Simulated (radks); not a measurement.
Initial-state core-level shifts of the argon ion Ar+ when its valence configuration changes from [Ne] 3s2 3p5. Calculated with a radial shooting solver on a logarithmic mesh with Libxc functionals: Dirac Kohn-Sham, PBE, spin-unpolarised, spherical densities, point nucleus; open shells fill j = l - 1/2 first. Shifts are changes of the shell-averaged eigenvalues in eV (positive: less bound).

valence          1s      2s      2p
3s1.5 3p5.5  -0.639  -0.640  -0.628
3s1 3p6      -1.263  -1.268  -1.244
